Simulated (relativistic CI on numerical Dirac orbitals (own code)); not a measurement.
Computed by Dirac-Coulomb-Breit CI, separate exchange-only KLI orbitals for each configuration, model QED (radiative potential, 1s self-energy scaled to tabulated hydrogen-like ionisation energies), unscaled Slater integrals (own radial code, finite nucleus).

The strongest absorption lines from the ground level of an ion, among the configurations computed and to levels below about 59.9 eV (vacuum wavelength in Å, gf): 217.36 (0.82), 218.71 (0.83), 221.72 (0.56), 224.36 (1.1), 224.38 (0.7), 225.47 (1), 226.35 (0.65), 230.17 (0.52).

(1) Which ion is it?
A. Te9+
B. Sn7+
C. Xe11+
D. Cd5+

## Answers

(1) B. Sn7+ has 43 electrons and the ground level 4s²4p⁶4d⁷ ⁴F9/2; the strongest line goes to 4s²4p⁶4d⁶5p ⁴G°9/2. The pattern of lines fixes the number of electrons, and along that sequence the line energies rise steadily with the charge (about as its square where n changes within one kind of shell, about linearly where n is kept but much faster in heavy ions where fine structure, which grows about as Z⁴, sets the gap, and irregularly where shells cross), which fixes Z. Configurations outside the model, such as inner-shell arrays, can give stronger lines. At this charge configurations can still be misplaced by up to about 7 % of their energy. Terms inside the open d or f shell come out 10 to 20 % too wide with unscaled integrals.

LS names give the leading component of a level, which can be under half, so a name can repeat, a term be missing and a line seem to break the LS rules.
